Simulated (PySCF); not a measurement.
# Adding and removing an electron: BeSi

ROHF-SCS-MP2; Be aug-cc-pVDZ, Si aug-cc-pV(D+d)Z; no relativity (PySCF 2.14). Neutral (ROHF): triplet (π ↑↑), Re = 2.149 Å, ωe = 583 cm⁻¹, De = 1.04 eV.

BeSi⁻ (UHF): quartet (σ ↑, π ↑↑), Re = 2.208 Å, ωe = 503 cm⁻¹. The energies at the minima are -303.54249 hartree for BeSi and -303.59257 for BeSi⁻.

Question: Work out the adiabatic electron affinity, without and with harmonic zero-point energies (1 hartree = 27.2114 eV, 1 eV = 8065.5 cm⁻¹), and the change of the bond length.

Answer: At SCS-MP2: 0.05008 hartree = 1.363 eV between the minima; the zero-point term (583.0 − 503.0)/2 cm⁻¹ = +0.005 eV makes it 1.368 eV. Re changes by +5.9 pm against the neutral. The electron enters a σ orbital, and the longer bond of the ion fits an antibonding orbital, or a change in how ionic the bond is.

Correlated steps freeze 5 core orbitals. UHF and ROHF references stand side by side, which adds small steps between rows. Correlated levels converge slowly with the basis: in double zeta they bind strong bonds too weakly, by up to about 1 eV, and carry superposition errors of some tenths. States were picked by a PBE0 search and need not be the measured ground states.

Neutral and ion stand on different kinds of reference determinant, which adds to the error of the difference.
